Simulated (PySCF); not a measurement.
Precursor series Hf F-H. Gas-phase values, no solvent.

The HOMO from two functionals at the same geometries (PBE-D3(BJ)/def2-SVP), both in PySCF: PBE-D3(BJ)/def2-TZVP and TPSSh-D3(BJ)/def2-TZVP. 

```tsv
species	TPSSh-D3(BJ)/def2-TZVP (eV)
0 of 4 F replaced by H	-11.01
1 of 4 F replaced by H ([Hf(F)3(H)])	-8.59
2 of 4 F replaced by H ([Hf(F)2(H)2])	-8.08
3 of 4 F replaced by H ([Hf(F)(H)3])	-7.96
4 of 4 F replaced by H	-7.89
```

**Question.** What does PBE-D3(BJ)/def2-TZVP give for each?

**Answer.** 
- 0 of 4 F replaced by H: -10.09
- 1 of 4 F replaced by H ([Hf(F)3(H)]): -7.87
- 2 of 4 F replaced by H ([Hf(F)2(H)2]): -7.31
- 3 of 4 F replaced by H ([Hf(F)(H)3]): -7.19
- 4 of 4 F replaced by H: -7.12
Over these rows, drawn at random from the members with no instability flagged (it was tested for open shells, ions and some series alone), PBE minus TPSSh-D3(BJ): mean +0.79 eV, from +0.72 eV to +0.92 eV.
